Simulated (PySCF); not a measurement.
A structure optimised at PBE0-D3(BJ)/def2-SVP, used in a PySCF frequency run:

```
O
C 1 1.4073
H 2 1.1072 1 110.68
H 2 1.1098 3 106.65 1 -120.23
C 2 1.5117 3 110.11 4 -118.99
H 5 1.1004 2 110.42 3 179.65
H 5 1.1004 6 107.93 2 -120.70
H 5 1.1009 6 108.56 7 -117.48
Ge 1 1.7796 2 119.72 3 -47.01
N 9 1.8224 1 108.31 2 54.69
H 10 1.0139 9 117.31 1 -139.65
H 10 1.0141 11 110.56 9 139.56
H 9 1.5358 1 102.62 2 176.87
H 9 1.5423 13 113.87 1 -119.53
```
Charge 0, spin multiplicity 1.

Q: Write its SMILES and formula.

A: CC[O][GeH2][NH2], C₂H₉GeNO

Q: What are its rotational constants (standard atomic weights)?

A: 7.5277, 1.5987, 1.4180 GHz
